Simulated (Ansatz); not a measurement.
Results of the Gaussian-basis code of Ansatz.

A structure relaxed at PBE0-D4/def2-TZVP, charge 0, multiplicity 1:

Cartesian coordinates in Å:
```
Si -0.4391 -0.8248 1.2031
N 0.6643 -0.1607 -0.1008
B -0.0274 0.9003 -1.0950
Cl -1.1218 -0.0749 -2.1901
Cl 1.3315 1.7238 -1.9977
Cl -0.9542 2.0523 -0.0010
H -1.8104 -0.8962 0.6809
H 0.1116 -2.1753 1.4762
H -0.2651 0.0451 2.3806
H 1.0506 -0.9045 -0.6805
H 1.4600 0.3152 0.3244
```

(1) Give its formula and SMILES.

(2) Summarise the bond lengths by kind.

## Answers

(1) BCl3H5NSi, `[SiH3][NH2+][B-](Cl)(Cl)Cl`.

(2) 1 × N–Si 1.833 Å; 3 × H–Si 1.469 to 1.484 Å; 1 × B–N 1.610 Å; 2 × H–N 1.019 to 1.020 Å; 3 × B–Cl 1.827 to 1.839 Å.
